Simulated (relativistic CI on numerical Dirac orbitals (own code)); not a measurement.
**Tm⁴⁵⁺: q coefficients and field-shift factors**

These numbers are calculated, not measured: Dirac-Coulomb-Breit CI, orbitals from a KLI potential per configuration, derivatives by finite differences, unscaled Slater integrals, QED left out (own radial code, finite nucleus).

Configurations in the expansion (outside the closed core [Ne]): 3s²3p⁶3d⁶, 3s²3p⁵3d⁷, 3s²3p⁴3d⁸, 3s3p⁶3d⁷, 3p⁶3d⁸, 3s3p⁵3d⁸, 3s²3p⁶3d⁵4s, 3s²3p⁶3d⁵4p. Levels of other configurations are missing.

With x = (α/α₀)² − 1 an excitation energy changes as ω = ω₀ + qx; K = 2q/ω₀ is the relative enhancement. Terms are leading LS components, so labels can repeat. The field-shift factor is F = δν/δ⟨r²⟩ for the transition from the lowest level.

Lowest level 3s²3p⁶3d⁶ ³F4.

```tsv
Level	ω₀ (cm⁻¹)	q (cm⁻¹)	K	F (GHz/fm²)
3s²3p⁶3d⁶ ³P2	55336	7644	0.276	-0.333
3s²3p⁶3d⁶ ³P0	176776	52530	0.594	1.37
3s²3p⁶3d⁶ ⁵D3	347445	410000	2.36	7.73
3s²3p⁶3d⁶ ⁵D4	364597	384800	2.11	7.56
3s²3p⁶3d⁶ ⁵D1	381682	415000	2.17	7.76
3s²3p⁶3d⁶ ³G5	425267	383800	1.8	7.79
3s²3p⁶3d⁶ ³H6	426108	380200	1.78	7.92
3s²3p⁶3d⁶ ³F2	471651	396800	1.68	7.23
3s²3p⁶3d⁶ ³D3	482390	400300	1.66	7.92
3s²3p⁶3d⁶ ³P0	558274	376900	1.35	7.46
3s²3p⁶3d⁶ ¹G4	581550	416000	1.43	8.75
3s²3p⁶3d⁶ ³D2	581678	437000	1.5	8.85
3s²3p⁶3d⁶ ³P1	586936	421200	1.44	8.43
```

At this charge energies of transitions that change n are usually good to better than 1 %, and those within a shell (Δn = 0) to a few per cent.
